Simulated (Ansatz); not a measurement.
`[SiH3][O][ZnH]` + `[SH][GaH2]` → `[ZnH][S][GaH2]` + `O[SiH3]`  (ligand exchange at a Zn–O bond)

Gas-phase electronic energies from Ansatz, PBE0-D4/def2-TZVP geometries. CBS: MP2 limit from def2 TZ/QZ plus the TZ coupled-cluster correction, frozen cores. DFT in def2-TZVPP. For Ga, Zn outer-core shells are correlated without core-valence functions, which leaves a few kJ/mol of doubt a bond. Scalar relativity is left out up to krypton.

```csv
level,ΔE (kJ/mol)
r2SCAN0-D4,-36.2
LC-ωPBE,-28.8
MP2/CBS(def2),-35.4
CCSD/CBS(def2),-31.1
```

**Question.** What does CCSD(T)/CBS give? (Estimate.)

**Answer.** The calculation gave: -33.0 kJ/mol. The listed levels differ from it by -3.2, 4.2, -2.4, 1.9 kJ/mol.

Largest T1 diagnostic among the species: 0.016.

At CCSD(T), def2-SVP lies +18.0 kJ/mol from the extrapolated value and def2-TZVPP +6.3 kJ/mol. From BLYP to BHLYP (50 % exact exchange), in def2-TZVPP and without D4, ΔE moves by −4.9 kJ/mol. Leaving LDA and LC-ωPBE aside and taking each functional with its dispersion term where it has one, the values, not all of them listed here, spread over 16.7 kJ/mol, from HSE06-D4 to CAM-B3LYP-D4.
